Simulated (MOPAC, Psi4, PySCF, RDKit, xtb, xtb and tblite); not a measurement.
Two geometries of SMILES C[SiH2]Br (CH5BrSi), singlet, relaxed at GFN2-xTB with one dihedral held; other torsions can differ between them too.

Structure A

```
8

C     -1.0187    -0.1807     0.0215
Si     0.7774     0.4023    -0.0012
Br     1.0855     1.5566    -1.8778
H     -1.2910    -0.6642    -0.9141
H     -1.1882    -0.8897     0.8267
H     -1.7017     0.6538     0.1658
H      1.7260    -0.6998    -0.0847
H      1.0857     1.3349     1.0738
```

Structure B

```
8

C     -1.0172    -0.1910     0.0169
Si     0.7781     0.4012    -0.0151
Br     1.3016     0.8879    -2.1223
H     -1.2953    -0.6797    -0.9141
H     -1.1837    -0.8926     0.8289
H     -1.7017     0.6427     0.1583
H      1.7215    -0.6442     0.3580
H      0.9870     1.6374     0.7251
```

Task: Which is lower in energy at the level DF-MP2 (frozen core)/cc-pVTZ // GFN2-xTB in Psi4 1.11, and by how much?

Result: A is lower, by 3.08 kJ/mol (dihedral H4–C1–Si2–Br3: 50° in A, 30° in B).

E(B) − E(A) in kJ/mol at the other levels, on the same two geometries: GFN2-xTB (xtb and tblite) 1.48; MMFF94 // GFN2-xTB (RDKit) 3.44; PBE0/def2-TZVP // GFN2-xTB (Psi4) 2.63; PBE0-D3(BJ)/def2-TZVP // GFN2-xTB (Psi4) 2.66; PBE/def2-TZVP // GFN2-xTB (Psi4) 2.51; PBE-D3(BJ)/def2-TZVP // GFN2-xTB (Psi4) 2.54; wB97X-D/def2-TZVP // GFN2-xTB (Psi4) 2.68; HF/cc-pVTZ // GFN2-xTB (Psi4) 3.05; UFF // GFN2-xTB (RDKit) 3.16; PM7, restricted, heats of formation // GFN2-xTB (MOPAC) 2.15; PM6, restricted, heats of formation // GFN2-xTB (MOPAC) 1.32; GFN1-xTB // GFN2-xTB (xtb) 2.14; restricted B3LYP/6-31G*, spherical d // GFN2-xTB (PySCF) 2.59; restricted Hartree-Fock/3-21G // GFN2-xTB (PySCF) 2.37; restricted BP86/6-31G*, spherical d // GFN2-xTB (PySCF) 2.57; restricted MP2 (frozen core)/6-31G*, spherical d // GFN2-xTB (PySCF) 2.89.

MMFF94 has few fitted parameters for silicon.
